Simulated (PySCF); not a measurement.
Start geometry of Pd(PF3)2, `F[P](F)(F)->[Pd]<-[P](F)(F)F` from GFN2-xTB (Å):
```
atom  x, y, z in Å
Pd1    0.0729   -0.0425    0.0127
P2    -0.0182   -0.0195    2.1908
F3    -1.1693    0.7449    3.0179
F4     1.3182    0.5386    3.0483
F5    -0.1454   -1.3930    2.9607
P6    -0.0026    0.0424   -2.2039
F7    -1.1313   -0.6800   -3.0095
F8     1.2246   -0.6356   -3.0423
F9    -0.0162    1.3754   -3.0004
```

What comes out of this run: PBE0-D3(BJ)/def2-SVP geometry optimisation, gas phase, def2 core potentials past Kr in PySCF 2.14.0?

```
atom  x, y, z in Å
Pd1    0.501   -0.612   -0.032
P2     0.074   -0.214    2.104
F3    -1.079    0.837    2.385
F4     1.175    0.425    3.052
F5    -0.434   -1.351    3.090
P6     0.108    0.013   -2.119
F7    -1.208   -0.509   -2.835
F8     1.117   -0.223   -3.324
F9    -0.122    1.565   -2.346
```

The energy falls by 7.1 kcal/mol over 31 energy and gradient evaluations, the largest force component goes from 0.0503 to 2.5e-04 Eh/bohr, and the atoms move by 0.446 Å rms after alignment. The bond that changes most is P2–F4 (ends: phosphorus bonded to 3 F and Pd; fluorine bonded to P), which shortens by 0.095 Å. Bonds longer at the end by more than 0.005 Å: 4 of 8; shorter: 4. Among the angles that change most is P2–Pd1–P6, from 174.8° to 145.5°. Rotational constants go from 2320, 351.0, 349.3 to 2000, 382.2, 372.4 MHz. The orientation of the end geometry is arbitrary; only internal coordinates are fixed.

The run used 151 basis functions and 223 SCF cycles in all. The run took 12 min of wall time on one thread of an Arm Neoverse N1, no GPU (shared host), and the process peaked at 0.63 GiB of memory.

No PBE0-D3(BJ)/def2-SVP frequencies stand behind this structure, so it isn't proved a minimum.
